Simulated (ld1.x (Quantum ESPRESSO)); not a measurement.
## What the settings do to the TM potential of fluorine (F)

Base potential:

ld1.x (Quantum ESPRESSO) 7.5 input, shortened:

```
&input
   title='F', zed=9., rel=1, dft='PBESOL', iswitch=3,
   config='[He] 2s2 2p5 3d-2'
 /
 &inputp
   pseudotype=2, tm=.true., lloc=1,
   nlcc=.false.
 /
3
2S  1  0   2.00   0.00  0.85  0.85  0.0
3D  3  2  -2.00   0.15  1.80  1.80  0.0
2P  2  1   5.00   0.00  1.80  1.80  0.0
 &test
   configts(1)='2s2 2p5'
 /
```

Cutoffs, loose and tight: the cutoffs (Ry, on a coarse ladder) from which the occupation-weighted sum of valence levels, in a spherical-Bessel basis at the reference potential, stays within 10 and 1 mRy of its value at 400 Ry. They do not see the model core or the augmentation charge, which bear on the density cutoff. Test errors are all-electron minus pseudo excitation energies from the reference, over the configurations 2s2 2p4; 2s2 2p3; 2s2 2p2; 2s2 2p4.5; 2s1 2p6; 2s1 2p5; 2s2 2p5.3. A dash means not determined; rows that change the core or the reference have their own tests.

```csv
change,outcome,"cutoff, loose","cutoff, tight",bound ghosts,largest test error (meV)
base,generated,90 Ry,200 Ry,none,+1610
"all radii scaled by about 0.73 (s 0.62, p 1.32, d 1.32 bohr)",generated,140 Ry,260 Ry,none,+371
"all radii scaled by about 0.93 (s 0.80, p 1.68, d 1.68 bohr)",generated,100 Ry,230 Ry,none,+1277
"all radii scaled by about 1.13 (s 0.96, p 2.04, d 2.04 bohr)",generated,70 Ry,160 Ry,none,+2753
"all radii scaled by about 1.40 (s 1.18, p 2.52, d 2.52 bohr)",generated,45 Ry,90 Ry,none,+6138
```

Question: What comes out with this change to the base: all radii scaled by about 0.84 (s 0.72, p 1.52, d 1.52 bohr)?

Answer: outcome: generated; cutoff, loose: 110 Ry; cutoff, tight: 260 Ry; bound ghosts: none; largest test error (meV): +785.

Question: What comes out with this change to the base: all radii scaled by about 1.18 (s 1.00, p 2.12, d 2.12 bohr)?

Answer: outcome: generated; cutoff, loose: 70 Ry; cutoff, tight: 140 Ry; bound ghosts: none; largest test error (meV): +3350.

Question: What comes out with this change to the base: all radii scaled by about 1.31 (s 1.12, p 2.36, d 2.36 bohr)?

Answer: outcome: generated; cutoff, loose: 55 Ry; cutoff, tight: 120 Ry; bound ghosts: none; largest test error (meV): +4808.

Reading the sweep of the scale of all radii (base = 1) (base included, trends over the rows without a ghost): The loose cutoff falls from 140 Ry at 0.73 to 45 Ry at 1.4. A larger radius leaves more room for a smooth pseudo-wave, so fewer plane waves are needed; a smaller one forces it to follow the all-electron wave where it bends sharply. The median size of the test errors (rows with all tests solved) is not monotonic: lowest 6.6 meV at 1, highest 179.2 meV at 1.4.
